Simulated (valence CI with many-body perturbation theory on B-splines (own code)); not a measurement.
## E1 line list for Pt46+

Calculated by configuration interaction combined with many-body perturbation theory (CI+MBPT): four valence electrons over a frozen Dirac-Fock core [Ar] 3d10, radial functions for each j: 11 s, 11 p, 9 d, 7 f, 5 g, 2 h, 1 i, with the one-electron correlation potential Σ1, the two-electron term Σ2, the three-electron term Σ3, Breit, model QED; selected CI, second order for the rest (own B-spline code, finite nucleus).

The last digits are not significant, and no measured levels were compared; by estimate large intervals hold to a few tenths of a per cent, small ones and those within an open d or f shell to about a per cent.

Lines 101 to 150 of 250 in falling wavelength, among levels below 592.64 eV, chosen from the strongest by gf and those to the six lowest levels. Wavelengths and rates use the calculated energies. Electric multipoles are in the length gauge, E1 and E2 with the static RPA response of the core. Weak lines are less certain than strong ones. Lines between different terms over intervals too small for the method are left out, as are lines whose strength nearly cancels. The highest levels of a list are the least certain.

Levels are named by their leading jj configuration (3d3/2^4 stands for four electrons in 3d with j = 3/2), which in mixed levels can hold well under half, so a name can repeat and another be missing. Letters in brackets count levels of one name in rising energy.

```csv
λ vac (nm),Upper,Lower,A (s⁻¹),S (a.u.)
6.129,(4s^2 4p1/2 4d5/2) J=2,(4s^2 4p1/2 4p3/2) J=1,2.36e+11,1.34e-01
6.121,(4s 4p1/2^2 4d5/2) J=3,(4s 4p1/2^2 4p3/2) J=2,2.84e+11,2.25e-01
6.113,(4s 4p1/2 4p3/2 4d5/2) J=2 [b],(4s 4p1/2 4p3/2^2) J=3,8.58e+10,4.84e-02
6.100,(4s 4p1/2 4p3/2 4d5/2) J=2 [c],(4s 4p1/2 4p3/2^2) J=2 [b],7.92e+10,4.44e-02
6.091,(4s 4p1/2 4p3/2 4d5/2) J=4 [b],(4s 4p1/2 4p3/2^2) J=3,1.68e+11,1.68e-01
6.065,(4s 4p1/2 4p3/2 4d5/2) J=3 [a],(4s 4p1/2 4p3/2^2) J=2 [a],1.35e+11,1.04e-01
6.065,(4s 4p1/2 4p3/2 4d5/2) J=1 [c],(4s 4p1/2 4p3/2^2) J=1 [a],4.19e+11,1.38e-01
6.056,(4s^2 4p1/2 4f5/2) J=2,(4s^2 4p1/2 4d3/2) J=1,4.78e+10,2.62e-02
6.055,(4s^2 4p3/2 4d5/2) J=1,(4s^2 4p3/2^2) J=0,3.91e+11,1.29e-01
6.046,(4s 4p1/2 4p3/2 4d5/2) J=3 [d],(4s 4p1/2 4p3/2^2) J=2 [b],5.70e+11,4.35e-01
6.031,(4s 4p1/2 4p3/2 4d5/2) J=0,(4s 4p1/2 4p3/2^2) J=1 [a],2.44e+11,2.64e-02
6.031,(4s 4p1/2 4p3/2 4d5/2) J=1 [b],(4s 4p1/2 4p3/2^2) J=0,2.92e+11,9.47e-02
6.030,(4s 4p1/2 4p3/2 4d5/2) J=2 [c],(4s 4p1/2 4p3/2^2) J=1 [a],2.49e+11,1.35e-01
6.018,(4s 4p1/2 4p3/2 4d5/2) J=2 [d],(4s 4p1/2 4p3/2^2) J=1 [b],5.26e+11,2.83e-01
5.971,(4s 4p1/2 4p3/2 4d5/2) J=2 [d],(4s 4p1/2 4p3/2^2) J=2 [b],1.03e+11,5.40e-02
5.944,(4s 4p1/2 4p3/2 4d5/2) J=1 [a],(4s 4p1/2 4p3/2^2) J=2 [a],4.33e+10,1.35e-02
5.907,(4s 4p1/2 4p3/2 4d5/2) J=3 [b],(4s 4p1/2 4p3/2^2) J=2 [a],2.39e+11,1.70e-01
5.905,(4s 4p1/2 4p3/2 4d3/2) J=3 [b],(4s^2 4p1/2 4d5/2) J=2,6.21e+10,4.42e-02
5.904,(4s 4p1/2 4p3/2 4d5/2) J=2 [d],(4s 4p1/2 4p3/2^2) J=1 [a],2.11e+11,1.07e-01
5.899,(4s 4p1/2 4p3/2 4d5/2) J=3 [c],(4s 4p1/2 4p3/2^2) J=3,2.08e+10,1.47e-02
5.890,(4s 4p1/2^2 4d5/2) J=2,(4s 4p1/2^2 4p3/2) J=2,7.81e+10,3.94e-02
5.878,(4s 4p1/2 4p3/2 4d5/2) J=4 [c],(4s 4p1/2 4p3/2^2) J=3,5.00e+11,4.51e-01
5.846,(4s 4p1/2 4p3/2 4d5/2) J=1 [c],(4s 4p1/2 4p3/2^2) J=0,5.06e+10,1.50e-02
5.844,(4s^2 4p3/2 4d5/2) J=3,(4s^2 4p3/2^2) J=2,9.05e+11,6.24e-01
5.773,(4s^2 4p3/2 4d5/2) J=1,(4s^2 4p3/2^2) J=2,1.41e+11,4.01e-02
5.725,(4s^2 4p1/2 4f5/2) J=3,(4s^2 4p1/2 4d3/2) J=2,7.95e+10,5.15e-02
5.678,(4s 4p1/2 4p3/2 4d5/2) J=3 [c],(4s 4p1/2 4p3/2^2) J=2 [a],6.07e+11,3.84e-01
5.669,(4s 4p1/2 4p3/2 4d5/2) J=2 [c],(4s 4p1/2 4p3/2^2) J=3,6.28e+10,2.82e-02
5.622,(4s 4p1/2 4p3/2 4d5/2) J=3 [d],(4s 4p1/2 4p3/2^2) J=3,1.34e+11,8.20e-02
5.558,(4s 4p1/2 4p3/2 4d5/2) J=2 [d],(4s 4p1/2 4p3/2^2) J=3,4.94e+10,2.09e-02
5.549,(4s 4p1/2 4p3/2^2) J=2 [a],(4s^2 4p1/2 4p3/2) J=2,1.77e+10,7.46e-03
5.544,(4s 4p1/2 4p3/2 4d5/2) J=2 [a],(4s^2 4p1/2 4d5/2) J=2,2.19e+11,9.23e-02
5.530,(4s 4p1/2 4p3/2 4d3/2) J=1 [d],(4s^2 4p1/2 4d5/2) J=2,3.06e+10,7.65e-03
5.529,(4s 4p1/2 4p3/2 4d3/2) J=3 [a],(4s^2 4p1/2 4d3/2) J=2,1.77e+10,1.03e-02
5.519,(4s^2 4p1/2 4f5/2) J=2,(4s^2 4p1/2 4d3/2) J=2,1.89e+10,7.83e-03
5.494,(4s 4p1/2 4p3/2 4d5/2) J=1 [c],(4s 4p1/2 4p3/2^2) J=2 [a],8.69e+10,2.13e-02
5.436,(4s 4p1/2 4p3/2^2) J=2 [a],(4s^2 4p1/2 4p3/2) J=1,4.43e+11,1.76e-01
5.427,(4s 4p1/2 4p3/2 4d5/2) J=3 [a],(4s^2 4p1/2 4d5/2) J=3,9.86e+10,5.44e-02
5.422,(4s 4p1/2 4p3/2 4d5/2) J=3 [d],(4s 4p1/2 4p3/2^2) J=2 [a],2.38e+10,1.31e-02
5.386,(4s 4p1/2 4p3/2 4d5/2) J=3 [a],(4s^2 4p1/2 4d5/2) J=2,2.37e+10,1.28e-02
5.362,(4s 4p1/2 4p3/2 4d5/2) J=2 [d],(4s 4p1/2 4p3/2^2) J=2 [a],9.94e+10,3.78e-02
5.353,(4s 4p1/2 4p3/2^2) J=3,(4s^2 4p1/2 4p3/2) J=2,2.68e+11,1.42e-01
5.333,(4s 4p1/2 4p3/2 4d3/2) J=2 [d],(4s^2 4p1/2 4d5/2) J=2,2.23e+10,8.37e-03
5.299,(4s 4p1/2 4p3/2 4d5/2) J=3 [b],(4s^2 4p1/2 4d5/2) J=3,1.50e+11,7.73e-02
5.290,(4s 4p1/2 4p3/2 4d5/2) J=1 [a],(4s^2 4p1/2 4d5/2) J=2,4.85e+10,1.06e-02
5.275,(4s 4p1/2 4p3/2 4d5/2) J=2 [b],(4s^2 4p1/2 4d5/2) J=3,1.65e+11,5.98e-02
5.261,(4s 4p1/2 4p3/2 4d5/2) J=3 [b],(4s^2 4p1/2 4d5/2) J=2,1.03e+11,5.19e-02
5.259,(4s 4p1/2 4p3/2 4d5/2) J=4 [b],(4s^2 4p1/2 4d5/2) J=3,1.44e+11,9.27e-02
5.246,(4p1/2^2 4p3/2^2) J=2,(4s 4p1/2^2 4p3/2) J=1,5.07e+11,1.81e-01
5.236,(4s 4p1/2 4p3/2 4d5/2) J=2 [b],(4s^2 4p1/2 4d5/2) J=2,2.56e+10,9.07e-03
```
